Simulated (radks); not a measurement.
Removal energies from the indium ion In4+, [Kr] 4d9, by Delta-SCF beside the eigenvalue of the level emptied. Method: scalar-relativistic Kohn-Sham, LDA (Slater exchange, Perdew-Wang correlation), spin-polarised, spherical densities, finite nucleus; Fermi nuclear charge, rms radius of each element as measured or else 0.836 A^(1/3) + 0.57 fm; computed with a radial shooting solver on a logarithmic mesh with Libxc functionals. Open shells are filled with parallel spins first.

| removed from | final configuration | Delta-SCF (eV) | -eigenvalue (eV) |
|---|---|---|---|
| 4d | [Kr] 4d8 | 73.753 | 64.921 |
| 4p | [Ar] 3d10 4s2 4p5 4d9 | 135.51 | 125.61 |
| 4s | [Ar] 3d10 4s1 4p6 4d9 | 177.69 | 167.33 |
| 3d | [Ar] 3d9 4s2 4p6 4d9 | 504.43 | 482.25 |
